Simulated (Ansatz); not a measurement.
A nudged elastic band was laid between two geometries of FH + H7N3OTi (14 atoms, charge 0, multiplicity 1).

Theory: RHF/def2-SVP (Ansatz 0.2.0).

```
movable images  : 3
climbing image  : yes
spring          : 5.0 eV/Å²
optimiser       : quadratic models (default)
start path      : through a guess of the saddle point
force threshold : 0.03 eV/Å
iteration limit : 60
end points      : relaxed
```

First end point:

```xyz
14
Properties=species:S:1:pos:R:3
Ti -0.204 -0.075 -0.130
O -0.212 -0.442 1.670
H -0.637 -0.044 2.413
N 1.560 -0.108 -0.716
H 2.235 -0.706 -0.266
H 1.993 0.465 -1.415
N -0.939 1.607 -0.499
H -1.736 1.775 -1.085
H -0.550 2.478 -0.183
N -1.221 -1.346 -1.050
H -2.061 -1.765 -0.689
H -0.929 -1.826 -1.882
F 1.943 -1.930 1.937
H 1.167 -1.444 2.006
```

Last end point:

```xyz
14
Properties=species:S:1:pos:R:3
Ti 0.062 -0.632 -0.451
O 0.299 0.695 2.975
H -0.428 0.615 3.573
N 1.699 -0.308 -1.285
H 2.399 -1.014 -1.439
H 2.054 0.595 -1.542
N -0.755 0.985 -0.074
H -1.486 1.459 -0.570
H -0.541 1.442 0.800
N -0.990 -1.625 -1.631
H -1.848 -2.085 -1.380
H -0.769 -1.803 -2.594
F 0.285 -1.503 1.101
H 0.428 -0.179 2.628
```

Task: Which bonds break or form, and what moves?

Result: Bonds broken: Ti1–O2, F13–H14. Bonds formed: Ti1–F13, O2–H14. FH + H7N3OTi becomes FH6N3Ti + H2O.

Task: What energy profile does the band end with?

Result: The run converged. The highest image is number 1 of 0 to 4, 46.8 kJ/mol above the first end and 91.7 kJ/mol above the last; the last end lies 44.8 kJ/mol below the first. Another band between the same ends (5 images) ends at a top of the same energy, where a vibrational analysis finds 1 clearly imaginary mode. So few images can step over the top or miss a turn of the path. The orbitals stay closed-shell, which can raise the energy where a bond breaks towards radicals; this wasn't checked here.

```tsv
image	path coordinate (Å)	energy (kJ/mol)	Ti1–O2 (Å)	F13–H14 (Å)	Ti1–F13 (Å)
0	0.00	0.0	1.84	0.92	3.51
1	2.47	46.8	1.99	1.12	2.19
2	4.04	-27.7	2.24	2.23	1.83
3	5.60	-32.6	3.26	2.04	1.79
4	7.16	-44.8	3.68	2.03	1.79
```

Task: What is the geometry of the highest image?

Result: 
```xyz
14
Properties=species:S:1:pos:R:3
Ti 0.054 -0.214 0.018
O -0.080 -0.165 2.007
H -0.722 0.117 2.637
N 1.775 0.067 -0.654
H 2.517 -0.576 -0.439
H 2.022 0.660 -1.424
N -0.782 1.363 -0.524
H -1.748 1.447 -0.783
H -0.334 2.262 -0.553
N -1.062 -1.448 -0.839
H -0.935 -2.432 -0.680
H -1.591 -1.289 -1.677
F 0.870 -1.919 1.127
H 0.426 -1.233 1.895
```

The run took 4.1 min on 4 threads of Intel(R) Xeon(R) Platinum 8259CL CPU @ 2.50GHz (Skylake/Cascade Lake) (shared host), peak memory 0.45 GiB.
